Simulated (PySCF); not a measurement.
# Working with the constants of LaI

UHF-CCSD(T) constants of LaI, triplet, about 0.0 electrons in the 4f shell (Mulliken) (La x2c-SVPall, I x2c-SVPall; spin-free X2C with a Gaussian nucleus (PySCF 2.14); masses 138.9063 and 126.9045 u):

| Item | Value |
| --- | --- |
| ωe | 176.7 cm⁻¹ |
| ωexe | 0.284 cm⁻¹ |
| Be | 0.028934 cm⁻¹ |
| αe | 6.83e-05 cm⁻¹ |
| D (centrifugal) | 3.1e-09 cm⁻¹ |

Question: Give the vibrational terms G(v) and spacings up to v = 6.

Answer: G(v) = ωe(v+½) − ωexe(v+½)².

```json
{"v": "0", "G(v) (cm⁻¹)": "88.3", "G(v) − G(v−1)": "", "Bv (cm⁻¹)": "0.02890"}
{"v": "1", "G(v) (cm⁻¹)": "264.4", "G(v) − G(v−1)": "176.1", "Bv (cm⁻¹)": "0.02883"}
{"v": "2", "G(v) (cm⁻¹)": "440.0", "G(v) − G(v−1)": "175.6", "Bv (cm⁻¹)": "0.02876"}
{"v": "3", "G(v) (cm⁻¹)": "615.0", "G(v) − G(v−1)": "175.0", "Bv (cm⁻¹)": "0.02869"}
{"v": "4", "G(v) (cm⁻¹)": "789.4", "G(v) − G(v−1)": "174.4", "Bv (cm⁻¹)": "0.02863"}
{"v": "5", "G(v) (cm⁻¹)": "963.3", "G(v) − G(v−1)": "173.9", "Bv (cm⁻¹)": "0.02856"}
{"v": "6", "G(v) (cm⁻¹)": "1136.6", "G(v) − G(v−1)": "173.3", "Bv (cm⁻¹)": "0.02849"}
```

Correlated steps freeze 36 core orbitals. These are scalar-relativistic numbers at best; spin–orbit coupling would shift them, the dissociation energy most. With d or f electrons several states lie close, and the lowest PBE0 determinant need not be the measured ground state.
